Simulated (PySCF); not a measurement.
# GeCl: energy against distance

Set-up: Ge cc-pVDZ-PP with ECP10, Cl cc-pV(D+d)Z; scalar-relativistic core potentials (PySCF 2.14). Energies in eV from Ge + Cl in their ground configurations at the same level. State: ²Π (doublet), unpaired electrons π ↑.

All columns are UHF. A positive dipole means Ge(−)Cl(+).

```
R (Å)  E (eV)  μ (D)  Mulliken charge on Ge (basis-dependent)  HOMO (eV)  LUMO (eV)  Mayer bond order  ⟨S²⟩
1.892  -1.470  -0.08                                     0.17      -6.97       0.60              1.20  0.76
1.980  -2.075  -0.75                                     0.23      -7.22       0.39              1.13  0.76
2.068  -2.410  -1.42                                     0.29      -7.46       0.19              1.06  0.76
2.134  -2.533  -1.93                                     0.33      -7.63       0.05              1.02  0.76
2.200  -2.575  -2.43                                     0.37      -7.81      -0.09              0.98  0.76
2.266  -2.556  -2.93                                     0.40      -7.97      -0.23              0.94  0.76
2.354  -2.461  -3.58                                     0.44      -8.18      -0.40              0.89  0.76
2.464  -2.267  -4.38                                     0.48      -8.44      -0.61              0.84  0.76
2.596  -1.969  -5.30                                     0.52      -8.72      -0.85              0.78  0.76
2.772  -1.522  -6.47                                     0.56      -9.06      -1.14              0.73  0.76
```

A fit through these points gives, at Re = 2.210 Å, μ = -2.51 D and dμ/dR = -7.56 D/Å; the reduced mass is 23.74 u.

Problem. How strong is the fundamental in the double-harmonic approximation, I = 42.26·(dμ/dR)²/μred km/mol?

Solution. I = 42.26·(-7.56)²/23.74 = 102 km/mol at UHF.

Spin–orbit coupling is left out. Hartree–Fock leaves out correlation, which carries a large part of most bond energies and some tenths to 1 eV of ionisation energies. The state was picked by a PBE0 search and need not be the measured ground state.
